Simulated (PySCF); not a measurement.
TaOCl3, optimised at PBE0/def2-TZVP:

```xyz
5

O     -0.0071     0.6758    -1.5829
Ta    -0.0146     0.0094    -0.0178
Cl    -0.0234    -2.2623    -0.2402
Cl     1.8707     0.7350     1.0449
Cl    -1.9002     0.7506     1.0335
```

Method: PySCF energies (xtb for GFN2) plus ideal-gas RRHO corrections (1 bar). All species are closed-shell singlets. Ta: scalar-relativistic def2 core potential, no spin-orbit coupling.

List the harmonic frequencies (cm⁻¹, unscaled) at this level and at the other levels, each on its own geometry.


- PBE0/def2-TZVP: 104, 104, 121, 223, 223, 401, 418, 418, 1033
- GFN2-xTB: 100, 100, 107, 137, 137, 314, 339, 339, 827
- PBE/def2-SVP: 98, 98, 113, 211, 212, 383, 404, 404, 980
